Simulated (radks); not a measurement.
The numbers below are computed, except where a source is named.
All-electron atom: the tellurium ion Te40+ in [Ne] 3s2.

Level of theory: Dirac Kohn-Sham, exchange-only PBE, spin-unpolarised, spherical densities, finite nucleus; Fermi nuclear charge, rms radius 4.7423 fm (a radial shooting solver on a logarithmic mesh with Libxc functionals).

Energy parts (hartree):
total: -5352.15389
kinetic: 5723.33315
electron-nucleus: -11602.85649
Hartree: 621.97359
exchange: -94.60414

Orbitals (lengths in bohr, moments of r in powers of bohr; <r^-3> diverges for s and p1/2):
orbital  occ.  eigenvalue (hartree)      <r^4>  <r^-3>     <r^2>  small-component weight
1s1/2       2             -1255.455  2.861e-06       -  0.001047                3.66e-02
2s1/2       2             -266.6432  0.0004489       -   0.01626                8.07e-03
2p1/2       2             -256.7333  0.0002833       -   0.01197                8.05e-03
2p3/2       4             -246.2678  0.0003344    5087   0.01316                7.68e-03
3s1/2       2             -107.5373    0.01219       -   0.09148                3.11e-03

The highest occupied level is 3s1/2 at -2926.2 eV. For comparison, the ionisation energy in NIST's Atomic Spectra Database is 2954 eV (theoretical). In exact Kohn-Sham theory the highest level is minus the ionisation energy, but local and semilocal functionals leave it too shallow, through self-interaction and a potential that decays too fast; potentials with the right tail come closer. The electron density at the nucleus is 2.294e+05 e/bohr^3.
